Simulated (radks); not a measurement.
The table gives one normalised radial function P(r) = r R(r) (large component) of Ne3+ in [He] 2s2 2p3 (r in bohr). All-electron calculation, Dirac Kohn-Sham, LDA (Slater exchange, Perdew-Wang correlation), spin-unpolarised, spherical densities, finite nucleus; open shells are shared between the two j in proportion to 2j + 1; Fermi nuclear charge, rms radius 2.8976 fm. Program: a radial shooting solver on a logarithmic mesh with Libxc functionals.

r          P
0.005566  0.0011
0.007483  0.0019
0.01014   0.0035
0.01363   0.0062
0.01848   0.0111
0.02484   0.0194
0.03367   0.0342
0.04563   0.0592
0.06135   0.0993
0.08315   0.1647
0.1118    0.2611
0.1515    0.4018
0.2037    0.5802
0.2761    0.7900
0.3741    0.9852
0.503     1.0982
0.6817    1.0702
0.9166    0.8829
1.242     0.5825
1.67      0.2940
2.263     0.0993

Which n and l does it have? It may be an empty orbital.

Answer. n = 2, l = 1: the number of nodes gives n - l - 1 = 0, the rise at small r points to l (this Dirac orbital starts outside the nucleus as r^gamma with gamma = sqrt((l + 1)^2 - (Z/c)^2) = 2.00; the j = 3/2 orbital of l + 1 starts with the same power, but with a smaller coefficient, and then steepens), and the extent must fit the shell. The curve is that of 2p3/2; the two j differ most near the nucleus, where j = l - 1/2 has the larger amplitude, and in heavy atoms j = l - 1/2 is also the more compact. 2p3/2: eigenvalue -80.579 eV, 0 radial nodes, <r> = 0.754 bohr, 90 % of the charge inside 1.26 bohr.
